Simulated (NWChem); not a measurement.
Species: WH₄F₂; SMILES [F][WH4][F]

def2 effective core potentials on W; no spin-orbit coupling.

Problem. Give the equilibrium geometry at PBE0/def2-SVP with def2 effective core potentials on W (NWChem) as a list of bonds and angles, with the point group.

Solution. point group C2v; any orientation.
Bonded distances (Å): W1–F2 1.893, W1–F3 1.893, W1–H4 1.680, W1–H5 1.679, W1–H6 1.679, W1–H7 1.680. Bond angles (°): F2–W1–F3 150.1, F2–W1–H4 135.9, F2–W1–H5 82.7, F2–W1–H6 82.7, F2–W1–H7 74.0, F3–W1–H4 74.0, F3–W1–H5 82.7, F3–W1–H6 82.7, F3–W1–H7 135.9, H4–W1–H5 115.1, H4–W1–H6 115.1, H4–W1–H7 61.9, H5–W1–H6 120.8, H5–W1–H7 115.1, H6–W1–H7 115.1.
